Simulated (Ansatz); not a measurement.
Which is lower?

Two relaxed structures of InH2SO (charge -1), singlet (PBE0-D4/def2-TZVPD; forces vanish, vibrations not checked).

A:

| atom | x (Å) | y (Å) | z (Å) |
| --- | --- | --- | --- |
| O1 | -1.6380 | -0.3521 | -0.8353 |
| In2 | -0.7638 | -0.7017 | 1.0434 |
| S3 | 1.5214 | 0.4695 | 0.3575 |
| H4 | -1.0178 | 0.1089 | -1.4068 |
| H5 | 2.0774 | 0.2439 | 1.5588 |

B:

```tsv
atom	x (Å)	y (Å)	z (Å)
O1	-1.5045	-1.1045	1.1464
In2	-0.7345	-0.1725	-0.3028
S3	1.6238	0.7029	-0.0868
H4	-1.1380	0.3487	-1.9185
H5	1.7531	0.2253	1.1617
```

Computed with Ansatz 0.2.0 (basis: def2-TZVPPD); correlated methods freeze the cores. Filled d shells of the heavier atoms are correlated. Core potentials replace the inner electrons of the atoms past krypton. The def2 sets are not built for correlating such inner shells, so the correlated values are less sure here. B3LYP uses VWN-RPA correlation.

(1) Which structure is lower at CCSD(T), and by how much? (To be estimated.)

The T1 diagnostic stays at or below 0.025.

## Answers

(1) The calculation gives: A, by 44.06 kcal/mol (electronic energy, against the other). By their contacts, A is InH₂SO ([OH][In][SH]), total charge -1 and B is InH₂SO ([O][InH][SH]), total charge -1.

All methods give the same order:

| method | E(B) − E(A) (kcal/mol) |
| --- | --- |
| PBE-D4 | 43.65 |
| r2SCAN-D4 | 44.58 |
| PBE0-D4 | 47.54 |
| B3LYP-D4 | 48.58 |
| wB97M-V | 47.83 |
| HF | 57.13 |
| MP2 | 42.13 |
| CCSD | 47.61 |
| CCSD(T) | 44.06 |

Labels in which every atom is bracketed show which atoms are joined, not bond orders.

For scale, one of the runs: CCSD(T)/def2-TZVPPD, 181 basis functions, launched by `ansatz run in.yaml --threads 2 --pin off --events-out ev --progress --plain --max-ram 4352MiB`. Time: 85 s of wall clock on 2 CPU threads of an Arm Neoverse V1; the host was shared. Peak host memory: 1.9 GiB.
